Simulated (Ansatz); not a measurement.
C2H3BF2O (`FB(F)C1CO1`), relaxed with RKS PBE-D4/def2-SVP in Ansatz 0.2.0 from a rough embedded geometry. The force threshold is 0.03 eV/Å; the program also tests the step.

Charge 0, multiplicity 1.

Start:

```xyz
9

F    -1.119    1.968   -0.082
B    -1.222    0.625    0.222
F    -2.321    0.173    1.000
C    -0.163   -0.467   -0.333
C     1.272   -0.156   -0.103
O     0.513   -1.073    0.666
H    -0.437   -1.126   -1.186
H     1.530    0.713    0.550
H     1.946   -0.657   -0.734
```

Question: How much energy does the relaxation release, and in how many steps? (An estimate is asked.)

Answer: The calculation gave: 71.01 kJ/mol, in 19 steps, 1 of them rejected.

Question: Which bonds change most? (Estimate.)

Answer: Computed: C4–O6 from 1.350 to 1.447 Å; B2–F3 from 1.420 to 1.332 Å; C5–H9 from 1.050 to 1.108 Å; B2–C4 from 1.620 to 1.564 Å.

Question: Give the relaxed structure. (An estimate is asked.)

Answer: The calculation gave: 
```xyz
9

F    -0.997    1.529    1.132
B    -1.260    0.558    0.263
F    -2.449    0.574   -0.338
C    -0.197   -0.539   -0.072
C     1.231   -0.126   -0.234
O     0.811   -0.783    0.937
H    -0.514   -1.440   -0.633
H     1.510    0.940   -0.126
H     1.864   -0.712   -0.930
```
